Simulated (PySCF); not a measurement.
One elementary step

Start structure (SiH2OF2, closed shell), relaxed at PBE0-D4/def2-TZVP:

```tsv
atom	x (Å)	y (Å)	z (Å)
Si1	-0.2417	-0.0425	-0.3924
O2	0.9241	-0.6639	0.5351
H3	0.2381	0.0043	-1.7731
F4	-1.5667	-0.9060	-0.3029
F5	-0.6482	1.4093	0.0930
H6	0.7932	-0.7807	1.4771
```

The step: SiH₂OF₂ ([OH][SiH]([F])[F]) → SiF₂ + H₂O; bonds formed: O2–H3; bonds broken: Si1–O2, Si1–H3. Program: PySCF 2.14 with density fitting (its default auxiliary sets; JK sets also for MP2 and CCSD(T)). Basis: def2-TZVPP and def2-QZVPP. Cores are frozen in the correlated methods. Extrapolation: Hartree–Fock as exp(−7.88 √X), correlation as X^−2.97. Energies below are by CCSD(T) at an estimated basis limit (MP2 extrapolated from triple and quadruple zeta, plus CCSD(T) − MP2 in triple zeta).

(1) What are the electronic barrier and the energy of the step, from the start structure to the end structure? (An estimate is asked for; the value comes from the calculation.)

No T1 diagnostic of these runs exceeds 0.015. The restricted Hartree–Fock reference is unstable towards an unrestricted one at one or more of these structures.

Answers

(1) The calculation gives: Barrier 3.667 eV; step energy 2.322 eV (uphill); reverse barrier, their difference, 1.345 eV. Barrier and step energy count from the start structure, the reverse barrier from the end structure.

The saddle point: One imaginary mode of 1493i cm⁻¹.
| pair | start (Å) | saddle (Å) | end (Å) |
| --- | --- | --- | --- |
| O2–H3 | 2.50 | 1.27 | 0.97 |
| Si1–O2 | 1.61 | 1.82 | 2.17 |
| Si1–H3 | 1.46 | 1.63 | 2.59 |

Zero-point energy (harmonic, PBE0-D4): ZPE is 0.792 eV at the start and 0.682 eV at the saddle, so the barrier goes from 3.667 to 3.556 eV.

First-order rate constant out of the start structure at 498 K by transition-state theory, with harmonic vibrational free energies alone and no tunnelling: ΔA‡ = 3.556 eV, so k = (kB T/h) exp(−ΔA‡/kB T) ≈ 10^-23 s⁻¹ (an order of magnitude at best: rotation, the number of equivalent paths and anharmonicity are left out).

Losses and insertions of silylenes and their heavier kin drive the gas-phase chemistry of silicon and germanium vapour deposition.

Labels in which every atom is bracketed show which atoms are joined, not bond orders.

For scale, one of the runs: CCSD(T)/def2-TZVPP, 163 basis functions, launched by `OMP_NUM_THREADS=4 python run.py`. The run took 2.7 min on 4 CPU threads of an Arm Neoverse V2 (shared host), with 1.6 GiB of host memory at its peak.
